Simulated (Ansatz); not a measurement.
Geometry optimisation, RKS PBE-D4/def2-SVP in Ansatz 0.2.0.

Input file:

```yaml
crystal:
  periodic: [false, false, false]
  atoms:
    - { symbol: B, position_ang: [-0.000663, 0.432892, -0.056156] }
    - { symbol: F, position_ang: [-0.279543, 0.551324, 1.240967] }
    - { symbol: H, position_ang: [1.13809, 0.530026, -0.455601] }
    - { symbol: F, position_ang: [-1.025374, 0.379571, -0.900116] }
    - { symbol: "N", position_ang: [0.134003, -2.162599, 0.802371] }
    - { symbol: H, position_ang: [-0.615214, -2.861946, 0.721126] }
    - { symbol: H, position_ang: [0.983963, -2.667793, 1.081479] }
    - { symbol: H, position_ang: [-0.124262, -1.540974, 1.598931] }
basis:
  gaussian: { orbitals: def2-SVP }
hamiltonian:
  xc: pbe
  dispersion: d4
relax:
  f_tol: 0.03
  max_steps: 50
```

Command:

```bash
$ ansatz run input.yaml --threads 1 --pin off --max-ram 2048MiB --backend cpu --events-out ev --progress --plain --runs-dir out
```

Q: Where does it end, and by what steps?

A: The run converged. The force dipped under the threshold on the way, but the program's further checks kept it going. After 17 steps the energy has fallen by 0.702 eV; H6 moved furthest, 0.97 Å. Joined: B1–N5 (2.74 → 1.70 Å).

```tsv
step	energy less start (eV)	largest force component (eV/Å)	accepted
0	0.0000	0.645	yes
1	-0.0132	1.310	yes
2	-0.2717	0.687	yes
3	-0.4958	0.817	yes
4	-0.5828	1.996	yes
5	-0.5541	0.884	no
6	-0.6696	0.226	yes
7	-0.6743	0.053	yes
8	-0.6743	0.300	yes
9	-0.6793	0.100	yes
10	-0.6906	0.049	yes
11	-0.6934	0.055	yes
12	-0.6630	0.859	no
13	-0.6980	0.034	yes
14	-0.6985	0.232	yes
15	-0.7011	0.057	yes
16	-0.7019	0.011	yes
17	-0.7022	0.028	yes
```

```xyz
8
Properties=species:S:1:pos:R:3
B 0.032 -0.118 0.161
F 0.209 0.675 1.284
H 0.964 -0.103 -0.653
F -1.239 -0.031 -0.385
N 0.061 -1.691 0.801
H -0.087 -2.393 0.062
H 0.962 -1.885 1.261
H -0.691 -1.793 1.502
```

Whether the end is a true minimum wasn't checked by a vibrational analysis.

The run took 35 s on 1 thread of Arm Neoverse V1, on a shared host, peak memory 0.13 GiB.
